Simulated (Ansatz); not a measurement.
Reaction (formal exchange of groups at a Ga–C bond): `[CH3][Ga]([Cl])[C]#N` + benzene → `[CH3][Ga]([Cl])[c]1ccccc1` + `C#N`

Gas-phase electronic energies from Ansatz, PBE0-D4/def2-TZVP geometries. CCSD(T)/CBS adds triple-zeta CCSD(T) − MP2 to the extrapolated MP2 energy (def2 sets, frozen cores). This one scheme is used for every species. For Ga outer-core shells are correlated without core-valence functions, which leaves a few kJ/mol of doubt a bond. Scalar relativity is left out up to krypton. One conformer a species, not always the lowest.

```json
{"species": "`[CH3][Ga]([Cl])[C]#N`", "CCSD(T)/CBS(def2) energy (Eh)": "-2516.38895"}
{"species": "`c1ccccc1`", "CCSD(T)/CBS(def2) energy (Eh)": "-231.92526"}
{"species": "`[CH3][Ga]([Cl])[c]1ccccc1`", "CCSD(T)/CBS(def2) energy (Eh)": "-2654.97968"}
{"species": "`C#N`", "CCSD(T)/CBS(def2) energy (Eh)": "-93.32098"}
```

Question: Work out ΔE.

Answer: ΔE = (-2654.97968) + (-93.32098) − (-2516.38895) − (-231.92526) = 0.01355 Eh = +35.6 kJ/mol.

Largest T1 diagnostic among the species: 0.014.

Leaving LDA and LC-ωPBE aside and taking each functional with its dispersion term where it has one, the values, not all of them listed here, spread over 12.5 kJ/mol, from revPBE-D4 to B97M-V. LDA lies −9.1 kJ/mol from PBE without D4. From BLYP to BHLYP (50 % exact exchange), in def2-TZVPP and without D4, ΔE moves by +3.8 kJ/mol.
